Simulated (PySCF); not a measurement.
W(F)5(OH), SMILES [W]([F])([F])([OH])([F])([F])[F], PBE0/def2-SVP optimised geometry.

```
8

W      0.00     0.00     0.00
F      0.07     0.07     1.85
F      1.85     0.00     0.00
F      0.00     1.85     0.00
F      0.01    -1.85     0.14
F     -1.85     0.00     0.15
O     -0.08    -0.07    -1.82
H     -0.12    -0.11    -2.78
```

Density from PBE0/def2-TZVP, def2 effective core potentials past Kr run with PySCF 2.14.0 at that geometry. The core electrons that the potentials of W replace are not part of the density.

Minimum of the electron density along straight lines between bonded atoms, close to the bond critical point (lines longer than 1.1 times the sum of covalent radii, or with two minima, are not listed):

| bond | length / Å | ρ at the minimum / e bohr⁻³ | ∇²ρ there / e bohr⁻⁵ | position (fraction from the first atom) |
|---|---|---|---|---|
| O7–H8 | 0.960 | 0.347 | -2.50 | 0.82 |
